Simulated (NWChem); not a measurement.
C$_{2}$H$_{7}$NOSi; SMILES N[Si@H]1CCO1

```xyz
12

N     -0.0512     1.9976    -0.4472
Si     0.0136     0.5214     0.4259
C     -1.1766    -0.8817    -0.0197
C      0.1325    -1.6726    -0.2863
O      1.1434    -0.6513    -0.0361
H      0.3185     2.8531    -0.0530
H     -0.0760     2.0300    -1.4589
H      0.1308     0.9476     1.8466
H     -1.8013    -1.2901     0.7795
H     -1.7948    -0.7341    -0.9101
H      0.2778    -2.5125     0.4025
H      0.2308    -2.0394    -1.3147
```
Atoms are numbered in this order, from 1.

Results from NWChem. Medium grid unless said otherwise, to which SCAN and Minnesota functionals are sensitive. Structure relaxed at the B3LYP/6-31G* (spherical d) level.

Problem. Estimate the computed values for MN15-L/def2-SVP. Quantities: highest occupied level (eV); orbital gap (eV); dipole (D).

Solution. 
| Property | Result |
|---|---|
| highest occupied level (eV) | -6.45 |
| orbital gap (eV) | 7.55 |
| dipole (D) | 1.83 |
